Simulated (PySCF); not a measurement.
A calculated (revPBE, PySCF 2.14, def2-TZVPPD, the non-relativistic Hamiltonian (point nucleus)) atom or ion has these occupied shells.

```json
{"shell": "1s", "electrons": "2", "orbital energy (eV)": "-106.15", "rms radius, mean of both spins (bohr)": "0.489"}
{"shell": "2s", "electrons": "2", "orbital energy (eV)": "-5.609", "rms radius, mean of both spins (bohr)": "2.86"}
```

Name the element and its charge.

Be (beryllium, neutral), in [He] 2s2, closed-shell 1S.
